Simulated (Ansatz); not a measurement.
Basis-set extrapolation for CH7N3Si (`N=C(N)[SiH2]N`) (PBE0-D4/def2-TZVP geometry, frozen core, the Gaussian-basis code of Ansatz). Multiplicity 1, RHF reference.

```tsv
	def2-TZVPP	def2-QZVPP
HF	-494.343639	-494.362928
MP2 correlation	-0.913470	-0.978558
CCSD(T) correlation	-0.990191	not run
```

Energies in hartree. Use E(X) = E(∞) + A·exp(−7.88·√X) for Hartree–Fock and E(X) = E(∞) + B·X^(−2.97) for correlation, with X = 3 and 4, and add CCSD(T) minus MP2 of the smaller set to the MP2 limit.

Problem. What is the CCSD(T) energy at the basis-set limit?

Solution. HF limit: -494.362928 + (-0.019289) × 0.13774 = -494.36558. MP2 limit: -0.978558 + (-0.065088) × 0.74074 = -1.02677. Higher-order term: -0.990191 − (-0.913470) = -0.07672. Total: -495.46907 hartree, 355.1 kJ/mol below CCSD(T)/def2-TZVPP.
